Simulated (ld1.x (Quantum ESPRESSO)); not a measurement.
Values are calculated unless marked as measured or tabulated.
Pseudopotentials across the periodic table

Generated with ld1.x 7.5 (TM, RRKJ, ultrasoft, PAW), atompaw 4.2 or ONCVPSP 4.0.1. The cutoff is in Ry: for ld1.x and atompaw files where the sum of valence levels is converged to 10 mRy in a Bessel basis, for ONCV files where the hardest occupied wave has 1 mHa per electron of residual kinetic energy. The error is the largest all-electron minus pseudo excitation energy over each file’s own four to seven test configurations (ionisations up to +4, promotions, holes and added fractions of an electron), all of which were solved. The labels leave out finer settings (local radius, basis sizes, second energies), which also bear on the numbers. Spin-polarised tests are not counted. The rows are a selection from randomly drawn settings: files with unsolved tests, undetermined cutoffs or missed reference levels are left out.

A true bound ghost makes a file unfit for plane-wave use even where its test errors are small: the radial tests pick states by their node count and pass the ghost by.

| element | potential | cutoff (Ry) | largest error (meV) | bound ghosts |
| --- | --- | --- | --- | --- |
| Ti | PAW, PBEsol, scalar-relativistic, rc 1.50/2.10/1.75 (spd), local smoothed, core correction yes, reference 3s2 3p6 3d2 4s1.5 4p0.5 | 35 | -26 | none |
| Cs | TM, PBEsol, scalar-relativistic, rc 3.60/4.00/4.20 (spd), local d, core correction yes, reference 5d0 6s1 6p0 | 6 | +4.8 | s |
| Pm | TM semilocal, PBE, scalar-relativistic, rc 2.95/3.65/3.68 (spd), local s, core correction no, reference 5d1 6s1.75 6p0.25 | 10 | +200 | none |

Problem. Fill in the row for As: TM, BP86, scalar-relativistic, rc 1.70/2.00/2.15 (spd), local d, core correction yes, reference 4s2 4p3.

Solution. cutoff 30 Ry, largest error -488 meV, bound ghosts: none.

Problem. Fill in the row for Al: TM, Wu–Cohen, scalar-relativistic, rc 1.55/1.85/1.50 (spd), local d, core correction yes, reference 3s2 3p1.

Solution. cutoff 12 Ry, largest error +65 meV, bound ghosts: none.

Problem. Fill in the row for Al: ultrasoft, PBEsol, fully relativistic, rc 2.00/2.75/2.30 (spd), local smoothed, core correction yes, reference 3s2 3p0.75.

Solution. cutoff 8 Ry, largest error -16 meV, bound ghosts: none.
